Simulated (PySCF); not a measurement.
C3H7NSi.
Structure used (PBE0-D3(BJ)/def2-SVP), in Å, numbered top down from 1:
```xyz
12
C3H7NSi angstrom
C     -2.4634    0.8397    0.4487
C     -1.6151   -0.0681   -0.0498
C     -0.1636    0.0812    0.0505
N      0.6461   -0.7771   -0.4210
Si     2.3884   -0.6617   -0.3493
H     -3.5466    0.7211    0.3694
H     -2.0949    1.7376    0.9563
H     -1.9679   -0.9700   -0.5599
H      0.1687    1.0082    0.5735
H      2.9160   -1.8712    0.3467
H      2.8583    0.5692    0.3754
H      2.9177   -0.6393   -1.7442
```

The closed-shell ground state was solved at several levels (PySCF, density fitting, gas phase, non-relativistic).

```
              level  basis functions  total energy (Eh)  HOMO (eV)  LUMO (eV)  gap (eV)  dipole (D)
   wB97X-D/pcSseg-2              285          -462.7583      -9.12       0.03      9.15        2.08
      PBE0/pcSseg-0               63          -461.6554      -6.93      -1.57      5.36        1.94
CAM-B3LYP/def2-SVPD              160          -462.4424      -8.63      -0.59      8.04        2.05
        PBE0/STO-3G               36          -456.9109      -4.03       1.65      5.68        1.15
     B97-D/pcSseg-2              285          -462.6929      -5.84      -2.61      3.23        1.97
       KT3/pcSseg-2              285          -467.8821      -5.98      -2.64      3.34        1.94
       LDA/pcSseg-2              285          -460.1108      -5.95      -2.95      3.00        1.89
      BP86/pcSseg-2              285          -462.8566      -5.94      -2.80      3.14        1.95
 PBE0/6-311+G(2d,p)              185          -462.4659      -7.25      -1.75      5.50        2.05
```

Task: Estimate the row for PBE0/cc-pVTZ, a basis of 252 functions; the other rows only guide the guess.

Result: Total energy -462.4778 Eh, HOMO -7.17 eV, LUMO -1.68 eV, gap 5.49 eV, dipole 2.00 D.

Task: Over all these levels, which gives the widest orbital gap and which the narrowest?

Result: wB97X-D/pcSseg-2 (range-separated hybrid) has the widest, 9.15 eV, and LDA/pcSseg-2 (LDA) the narrowest, 3.00 eV. The two share the basis. From the narrowest to the widest the HOMO moves by -3.17 eV and the LUMO by +2.98 eV.

Task: How much does the basis alone move the frontier levels among the 4 PBE0 rows (the withheld one included)?

Result: The HOMO by 3.22 eV and the LUMO by 3.40 eV. By rising basis size (HOMO, LUMO in eV): STO-3G -4.03, 1.65; pcSseg-0 -6.93, -1.57; 6-311+G(2d,p) -7.25, -1.75; cc-pVTZ -7.17, -1.68.

Task: How far do the dipole and the HOMO energy spread over the levels?

Result: The dipole runs from 1.15 to 2.08 D (mean 1.90 D) and the HOMO from -9.12 to -4.03 eV.

One conformer stands for the species.

Note: B97-D and wB97X-D ran without an empirical dispersion term, which enters the total energy and its gradient alone.
